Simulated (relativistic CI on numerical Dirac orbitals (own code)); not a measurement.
Radial parameters of Tm7+

These numbers are calculated, not measured: Dirac-Coulomb-Breit CI, separate exchange-only KLI orbitals for each configuration, model QED (radiative potential, 1s self-energy scaled to tabulated hydrogen-like ionisation energies), unscaled Slater integrals (own radial code, finite nucleus).

Slater integrals F^k, G^k are unscaled and averaged over j, outside the closed core [Kr] 4d10; ζ comes from projecting the Hamiltonian with its Breit term on Σ l·s of the shell.

- 4f11 5s2 5p3: F^2(4f,4f) = 142770, F^4(4f,4f) = 90047, F^6(4f,4f) = 64916, ζ(4f) = 2752.5, F^2(5p,5p) = 83815, F^2(4f,5p) = 63575, G^2(4f,5p) = 29426, G^4(4f,5p) = 23764, ζ(5p) = 41407 cm⁻¹; <r>(4f) = 0.6828, <r^2>(4f) = 0.5764, <r>(5p) = 1.281, <r^2>(5p) = 1.837 (bohr units).
- 4f13 5s2 5p: ζ(4f) = 2449.8, F^2(4f,5p) = 63345, G^2(4f,5p) = 31411, G^4(4f,5p) = 24896, ζ(5p) = 38733 cm⁻¹; <r>(4f) = 0.7186, <r^2>(4f) = 0.6462, <r>(5p) = 1.305, <r^2>(5p) = 1.907 (bohr units).
- 4f12 5s2 5p2: F^2(4f,4f) = 138440, F^4(4f,4f) = 87105, F^6(4f,4f) = 62732, ζ(4f) = 2599.5, F^2(5p,5p) = 83036, F^2(4f,5p) = 63417, G^2(4f,5p) = 30395, G^4(4f,5p) = 24311, ζ(5p) = 40025 cm⁻¹; <r>(4f) = 0.7004, <r^2>(4f) = 0.6102, <r>(5p) = 1.293, <r^2>(5p) = 1.874 (bohr units).

Averages of the first 9 configurations, taken without configuration mixing, which lowers the lowest level and can move excited configurations by several eV; other configurations of the list can lie among them:

```csv
Configuration,Parity,States,Average energy above the lowest level (eV)
4f11 5s2 5p3,even,7280,15.8
4f13 5s2 5p,even,84,48.3
4f12 5s2 5p2,even,1365,30.2
4f11 5s 5p4,odd,10920,48.0
4f11 5p5,even,2184,84.2
4f13 5p3,even,280,108.6
4f13 5s 5p2,odd,420,76.5
4f12 5s2 5p 6s,odd,1092,83.6
4f12 5p4,even,1365,94.4
```
